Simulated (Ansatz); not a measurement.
CH6Sn (SMILES [CH3][SnH3]) moved off its minimum; all values from Ansatz (an electronic-structure program), cores frozen in correlated methods. Elements past Kr take the def2 small-core potentials, without spin–orbit coupling.
(charge 0, multiplicity 1)
```xyz
8

Sn    -0.24322     0.00044    -0.11036
C      1.94037    -0.22130     0.10755
H     -1.00433    -1.02604    -1.20555
H     -0.70606     1.49026    -0.29435
H     -1.22173    -0.48257     1.50404
H      2.10392    -1.17266     0.15487
H      2.30825     0.32492     0.75870
H      2.27571     0.12092    -0.98328
```

**Question.** Give the forces (eV/Å), the total energy and the dipole at CCSD(T)/def2-TZVPPD.

**Answer.** 
```json
[
 {"atom": "Sn1", "Fx": "-0.001", "Fy": "-2.646", "Fz": "2.861"},
 {"atom": "C2", "Fx": "-4.944", "Fy": "1.034", "Fz": "-9.546"},
 {"atom": "H3", "Fx": "0.047", "Fy": "-0.336", "Fz": "-0.580"},
 {"atom": "H4", "Fx": "-0.665", "Fy": "2.724", "Fz": "-0.547"},
 {"atom": "H5", "Fx": "1.089", "Fy": "0.385", "Fz": "-1.384"},
 {"atom": "H6", "Fx": "1.307", "Fy": "-5.698", "Fz": "0.639"},
 {"atom": "H7", "Fx": "3.518", "Fy": "5.101", "Fz": "6.273"},
 {"atom": "H8", "Fx": "-0.351", "Fy": "-0.563", "Fz": "2.285"}
]
```
Energy -254.9935 hartree, dipole 1.58 D.
